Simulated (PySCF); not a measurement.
Computed shifts of a molecule C2H6OSi2, KT2/pcSseg-1 (PySCF), GIAO, gas phase, atoms alike by connectivity averaged where their shifts nearly agree, in ppm (number of nuclei): ¹³C: 100.0 (1), 73.5 (1). ²⁹Si: -28.7 (1), -96.1 (1). ¹H: 5.66 (1), 5.48 (1), 4.57 (1), 4.48 (1), 3.03 (1), 1.29 (1). References: ¹³C against TMS (σ = 185.1 ppm); ²⁹Si against TMS (σ = 361.9 ppm); ¹⁷O against H2O (σ = 330.4 ppm); ¹H against TMS (σ = 31.47 ppm), references at their B3LYP-D3(BJ)/def2-TZVP geometries, non-relativistic. The structure is a stationary point at ωB97X-D3(BJ)/def2-SVP. The values are those of a single conformer.

Question: Identify the compound among the candidates.
(A) C=C1[SiH2]O[SiH2]1
(B) C1=C[SiH2][SiH2]O1
(C) C#C[SiH2][SiH2]O
(D) O[Si@@H]1C=C[SiH2]1

Answer: C, C#C[SiH2][SiH2]O
